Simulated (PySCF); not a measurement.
SMILES B(B(Cl)Cl)(Cl)Cl, PBE0/def2-SVP optimised geometry.

```
6

Cl    -1.30     1.49     0.00
B     -0.44    -0.03     0.00
Cl     1.30    -0.03     0.00
B     -1.30    -1.49     0.00
Cl    -1.74    -2.26    -1.51
Cl    -1.76    -2.25     1.50
```

Density from PBE0/def2-TZVP (PySCF 2.14.0) at that geometry.

Minimum of the electron density along straight lines between bonded atoms, close to the bond critical point (lines longer than 1.1 times the sum of covalent radii, or with two minima, are not listed):

```json
[
 {"bond": "Cl1–B2", "length / Å": "1.748", "ρ at the minimum / e bohr⁻³": "0.151", "∇²ρ there / e bohr⁻⁵": "0.01", "position (fraction from the first atom)": "0.70"},
 {"bond": "B2–Cl3", "length / Å": "1.748", "ρ at the minimum / e bohr⁻³": "0.151", "∇²ρ there / e bohr⁻⁵": "0.01", "position (fraction from the first atom)": "0.30"},
 {"bond": "B2–B4", "length / Å": "1.696", "ρ at the minimum / e bohr⁻³": "0.169", "∇²ρ there / e bohr⁻⁵": "-0.43", "position (fraction from the first atom)": "0.50"},
 {"bond": "B4–Cl5", "length / Å": "1.748", "ρ at the minimum / e bohr⁻³": "0.151", "∇²ρ there / e bohr⁻⁵": "0.01", "position (fraction from the first atom)": "0.30"},
 {"bond": "B4–Cl6", "length / Å": "1.748", "ρ at the minimum / e bohr⁻³": "0.152", "∇²ρ there / e bohr⁻⁵": "0.01", "position (fraction from the first atom)": "0.30"}
]
```
